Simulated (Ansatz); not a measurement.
This geometry of C2H6AlO (10 atoms, charge 1, multiplicity 1) is a first-order saddle point.

Computed with RKS PBE/def2-SVP in Ansatz.

```xyz
10
Properties=species:S:1:pos:R:3
C -1.052 -0.114 -1.016
C -0.068 -0.331 0.054
O -0.045 -1.536 0.522
Al 1.261 1.095 0.866
H -1.057 0.922 -1.394
H -2.070 -0.399 -0.655
H -0.857 -0.828 -1.853
H 0.627 -1.654 1.241
H 1.192 2.546 0.257
H 2.069 0.300 1.979
```

Q: Which two structures does it join? (They come from a converged band through this point; their orientation in space is the band's.)

A: No bond is made or broken. The dihedral H7–C1–C2–Al4 goes from 180 to 53°. The two ends are copies of one structure, up to a mirror image or an exchange of like atoms.

Initial state:

```xyz
10
Properties=species:S:1:pos:R:3
C -0.782 -0.169 -1.234
C 0.078 -0.368 -0.066
O 0.558 -1.560 0.056
Al 0.578 1.083 1.382
H -0.379 0.686 -1.829
H -1.768 0.222 -0.885
H -0.910 -1.070 -1.864
H 1.136 -1.661 0.856
H -0.037 2.520 1.182
H 1.526 0.318 2.402
```

Final state:

```xyz
10
Properties=species:S:1:pos:R:3
C -1.210 -0.120 -0.830
C -0.117 -0.341 0.117
O -0.175 -1.460 0.760
Al 1.490 0.967 0.513
H -1.722 0.834 -0.555
H -1.935 -0.954 -0.891
H -0.777 0.117 -1.832
H 0.578 -1.577 1.395
H 1.520 2.320 -0.295
H 2.348 0.214 1.618
```

Q: How far does it lie above each of them?

A: 0.061 eV above the first and 0.061 eV above the second. This is the barrier of this one path; another mechanism may lie lower. Limits of this set-up: the dipole of an ion depends on the origin.

The run took 2.2 min on 1 thread of Intel(R) Xeon(R) Processor @ 2.70GHz, on a shared host, peak memory 0.13 GiB.
